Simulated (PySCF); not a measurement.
# Removal energies of Yb⁵²⁺ from EOM-IP-GCCSD

Reference: closed-shell Yb⁵²⁺, [Ar]; one electron is removed. Calculated with PySCF 2.14, two-component X2C-1e with screened spin-orbit coupling, an uncontracted even-tempered set (18 s from 4.9 bohr⁻², ratio 2.6; 14 p from 6.4 bohr⁻², ratio 2.6; 5 d from 6.6 bohr⁻², ratio 2.8; 3 f from 100 bohr⁻², ratio 2.8); frozen [Ne]; the 62 highest virtual spinors dropped; of the others 50 kept and the rest restored at second order. No Breit or QED terms. Binding energies in eV.

```
level  Koopmans  second order  EOM-CCSD
3s1/2    5459.3        5466.0    5442.0
3p1/2    5262.4        5262.2    5262.2
3p3/2    4991.0        4992.0    4992.3
```

In EOM-CCSD the overlap with the one-orbital guess is low for 3s1/2 (weight 0.78). That can mean mixing with two-hole, one-particle states, where second order and EOM-CCSD lose accuracy, or only a rotation among the degenerate components of the shell; the terms of those configurations are not listed.

For comparison, the ionisation energy of Yb⁵²⁺ is 4988 ± 4 eV (theoretical estimate listed by NIST; NIST Atomic Spectra Database, ionization energies).
